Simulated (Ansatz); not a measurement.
Reactions of CH5F2GeN, SMILES `[CH3][Ge]([NH2])([F])[F]`.

Isolated molecules relaxed with PBE0-D4/def2-TZVP in Ansatz; ΔE leaves out vibrations. CCSD(T)/CBS is the MP2 limit (def2-TZVPP, def2-QZVPP) plus CCSD(T) − MP2 in def2-TZVPP, frozen cores. This one scheme is used for every species. def2 core potentials past Kr. For Br, Ge, Sn, V, W outer-core shells are correlated without core-valence functions, which leaves a few kJ/mol of doubt a bond. Scalar relativity is left out up to krypton. One conformer a species, not always the lowest.

Question: Order these by ΔE at CCSD(T)/CBS, lowest first. (An estimate is asked.)
A. `[CH3][Ge]([NH2])([F])[F]` + `[NH]=[V]([NH2])([OH])[Cl]` → `[CH3][Ge]([F])([F])[Cl]` + `[NH]=[V]([NH2])([NH2])[OH]`
B. `[CH3][Ge]([NH2])([F])[F]` + `CO[SiH](C)Cl` → `[CH3][Ge]([NH2])([F])[Cl]` + `CO[SiH](C)F`
C. `[CH3][Ge]([NH2])([F])[F]` + `C[O][Sn]([F])([F])[F]` → `C[O][Ge]([CH3])([NH2])[F]` + `[F][Sn]([F])([F])[F]`
D. `[CH3][Ge]([NH2])([F])[F]` + `C[SiH3]` → `[CH3][Ge]([F])([F])[SiH3]` + CH₃NH₂
E. `[CH3][Ge]([NH2])([F])[F]` + `ClB(Br)Br` → `[CH3][Ge]([F])([F])[Br]` + `NB(Cl)Br`
F. `[CH3][Ge]([NH2])([F])[F]` + `N#[C][SnH2][F]` → `[CH3][Ge]([F])([F])[C]#N` + `[NH2][SnH2][F]`
G. `[CH3][Ge]([NH2])([F])[F]` + `[OH][W]([F])(=[S])=[S]` → `[CH3][Ge]([F])([F])[F]` + `[NH2][W]([OH])(=[S])=[S]`

Answer: E (-27.3 kcal/mol), B (-12.0 kcal/mol), G (-2.7 kcal/mol), C (+3.8 kcal/mol), F (+6.6 kcal/mol), A (+9.3 kcal/mol), D (+23.6 kcal/mol).

Largest T1 diagnostic: 0.030, for `[NH]=[V]([NH2])([OH])[Cl]`, so its coupled-cluster energy is less sure.
